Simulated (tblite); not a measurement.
C₄H₉O₂ (SMILES [CH2]OCC(C)O), doublet, at a GFN2-xTB geometry; GFN1-xTB with ALPB(water) (tblite 0.6.0).

Input for tblite:
```
$ tblite run mol.xyz --method gfn1 --charge 0 --spin 1 --alpb water --json tblite.json --no-restart

# file mol.xyz
15

C      2.44429592    -1.02503628    -0.30093565
O      1.31720491    -0.30874313    -0.56583977
C      0.46397681    -0.08288066     0.52738845
C     -0.78368637     0.65746024     0.03894765
C     -1.61108653    -0.22008434    -0.89623149
O     -1.50290815     1.02973766     1.19642637
H      2.49044820    -1.62960395     0.58697247
H      3.00838206    -1.27513126    -1.17673703
H      0.96317964     0.52974000     1.29056499
H      0.16839632    -1.03268951     0.99436903
H     -0.45232858     1.55679033    -0.50523325
H     -1.98942224    -1.08474277    -0.35488689
H     -2.45322875     0.33792816    -1.30164553
H     -0.98643999    -0.55931603    -1.71727797
H     -2.34435957     1.41231493     0.92416785
```

**Question.** What does tblite print? Leave out banner, timings and long lists.

**Answer.** 
```
xTB calculator
 | screened Coulomb repulsion
 | Coulomb electrostatics
 |  * isotropic Klopman-Ohno-Mataga-Nishimoto electrostatics
 |  * onsite third-order electrostatics
 | DFT-D3(BJ) dispersion correction
 | Interactions (3)
 | [1] alpb/gbsa reaction field model
 | [2] cds contribution to solvation
 | [3] empirical free energy shift and standard state/solvent correction

halogen bonding energy    0.0000000000000E+00 Eh
repulsion energy          2.0584728111644E-01 Eh
dispersion energy        -4.7053066238557E-03 Eh
interaction energy        2.1077666836216E-03 Eh
number of electrons       3.7000000000000E+01 e
integral cutoff           1.9731147476801E+01 bohr

------------------------------------------------------------
  cycle        total energy    energy error   density error
------------------------------------------------------------
      1     -22.50167917981  -2.2704929E+01   5.7745490E-01
      2     -22.63309370428  -1.3141452E-01   3.2829806E-01
      3     -22.63810934045  -5.0156362E-03   8.1746365E-02
      4     -22.63997595022  -1.8666098E-03   9.7120936E-03
      5     -22.64011451761  -1.3856738E-04   3.5207226E-03
      6     -22.64013977102  -2.5253411E-05   5.2793300E-04
      7     -22.64014042042  -6.4940317E-07   9.7964389E-05
      8     -22.64014042448  -4.0549395E-09   3.2620829E-05
      9     -22.64014042515  -6.7441874E-10   7.7548443E-06
------------------------------------------------------------

electronic energy        -2.2843390166327E+01 Eh
total energy             -2.2640140425151E+01 Eh

Post processing:
 | Mayer-Wiberg bond orders

[Info] JSON dump of results written to 'tblite.json'
```
